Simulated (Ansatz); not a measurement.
```yaml
crystal:
  periodic: [false, false, false]
  atoms:
    - {symbol: In, position_ang: [-0.000592, -0.000011, -0.024859]}
    - {symbol: N, position_ang: [2.053779, -0.005038, -0.298167]}
    - {symbol: H, position_ang: [2.506806, -0.844052, 0.087542]}
    - {symbol: H, position_ang: [2.518118, 0.799824, 0.142891]}
    - {symbol: N, position_ang: [-1.025670, 1.786258, -0.256561]}
    - {symbol: H, position_ang: [-1.949298, 1.779402, 0.196010]}
    - {symbol: H, position_ang: [-0.520133, 2.591436, 0.136003]}
    - {symbol: N, position_ang: [-1.037204, -1.777296, -0.273579]}
    - {symbol: H, position_ang: [-0.563431, -2.580983, 0.159530]}
    - {symbol: H, position_ang: [-1.982376, -1.749531, 0.131172]}
basis:
  gaussian: {orbitals: def2-mTZVPP, final_grid: {core_spheres: 5, valence_spheres: 4, degree: 11}, nuclear_model: gaussian}
total_charge: -1
magnetization: {spin_polarized: true, initial_magnetization: 1}
hamiltonian: {xc: {name: wB97X-V}}
scf: {omitted_lower_state_checks: [starts]}
output: {forces: true}
```

```sh
$ ansatz run in.yaml --threads 4 --pin off --events-out ev --progress --plain --max-ram 3916MiB
```

Output, abridged:

```
Functional definition: wB97X-V
1221 factors; their error is unknown
328 factors; integrals over basis functions are off by at most 8.5e-6 eV
mean field evaluation 1: about -9735.0658 eV, gradient 3.8e1 eV
mean field evaluation 2: about -9734.6050 eV, gradient 4.1e1 eV
mean field evaluation 4: about -9741.0753 eV, gradient 8.9e-1 eV
mean field evaluation 8: about -9741.1748 eV, gradient 2.8e-1 eV
mean field evaluation 16: about -9741.2082 eV, gradient 2.5e-3 eV
mean field -9741.20817797 eV, -357.9827977124 hartree, gradient 5.7e-5 eV, S^2 0.755871; 0 other end points of the search recorded, 0 dependent functions left out
reference -9741.20817909 eV, -357.9827977535 hartree; 25, 24 occupied and 113, 114 virtual orbitals, 1221 factors
Total energy: -9741.20817909 eV, -357.9827977535 hartree
Atom 0 at    -0.000592    -0.000011    -0.024859 Å, force    -0.035526    -0.012949     2.553279 eV/Å
Atom 1 at     2.053779    -0.005038    -0.298167 Å, force     1.465972    -0.011503    -0.629995 eV/Å
Atom 2 at     2.506806    -0.844052     0.087542 Å, force    -0.357438     0.525303    -0.125856 eV/Å
Atom 3 at     2.518118     0.799824     0.142891 Å, force    -0.387542    -0.514583    -0.146601 eV/Å
Atom 4 at    -1.025670     1.786258    -0.256561 Å, force    -0.624517     1.252660    -0.521202 eV/Å
Atom 5 at    -1.949298     1.779402     0.196010 Å, force     0.551795    -0.043715    -0.190217 eV/Å
Atom 6 at    -0.520133     2.591436     0.136003 Å, force    -0.264179    -0.584227    -0.111543 eV/Å
Atom 7 at    -1.037204    -1.777296    -0.273579 Å, force    -0.652483    -1.232557    -0.554450 eV/Å
Atom 8 at    -0.563431    -2.580983     0.159530 Å, force    -0.256107     0.605382    -0.126691 eV/Å
Atom 9 at    -1.982376    -1.749531     0.131172 Å, force     0.560027     0.016189    -0.146723 eV/Å
Dipole moment:     0.000956     0.000040     0.059616 e Å
Checks for a lower state left out: starts
```

It took 5.5 s on 4 threads of Arm Neoverse V2 on a shared host.

In the def2 sets In takes a core potential; there is no spin–orbit coupling. The highest occupied level of an anion often lies above zero with these methods, and sets without diffuse functions describe the outer electron poorly.

The dipole of an ion depends on the origin.
